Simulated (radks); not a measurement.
Q: The rubidium ion Rb16+, configuration [Ar] 3d3. All-electron calculation, scalar-relativistic Kohn-Sham, PBE, spin-unpolarised, spherical densities, point nucleus. Program: a radial shooting solver on a logarithmic mesh with Libxc functionals. Some entries of the table are withheld. Estimate them.

| orbital | occ. | eigenvalue (eV) | <1/r> (bohr^-1) | r(max) (bohr) |
|---|---|---|---|---|
| 1s | 2 | -15572.03 | 37.87 | 0.02629 |
| 2s | 2 | -2545.877 | 8.465 | 0.1494 |
| 2p | 6 | -2319.621 | 8.263 | (1) |
| 3s | 2 | -760.0115 | 3.075 | 0.4315 |
| 3p | 6 | -686.5083 | 2.958 | 0.4215 |
| 3d | 3 | (2) | 2.786 | 0.3534 |

A: 
(1) 2p r(max) (bohr): 0.1195
(2) 3d eigenvalue (eV): -573.0379
